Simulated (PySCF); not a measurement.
## Radial density of Eu⁴³⁺ (europium, charge +43)

UHF, [Ar] 3d2, high-spin 3F determinant. Calculation: PySCF 2.14, in an uncontracted even-tempered set (18 s from 8.8 bohr⁻², ratio 2.5; 12 p from 11 bohr⁻², ratio 2.5; 7 d from 11 bohr⁻², ratio 2.5; 4 f from 40 bohr⁻², ratio 2.7; 3 g from 60 bohr⁻², ratio 2.7); scalar relativity by spin-free X2C-1e.

```
r (bohr)  4πr²ρ (e/bohr)  4πr²(ρα − ρβ)
  0.0193           81.53         0.0058
  0.0325           73.99         0.0908
  0.0546           100.5         0.8432
  0.0918           82.04         4.5403
   0.154           48.90        10.5382
   0.260           42.82         6.1272
   0.437           2.881         0.3395
   0.735        0.006322         0.0009
```

Densities and radii are taken from the X2C orbitals without a picture-change correction, which distorts them close to the nucleus.

Spin-orbit coupling is strong in this species (close to jj coupling), so the high-spin LS determinant is a model state, not a physical level.
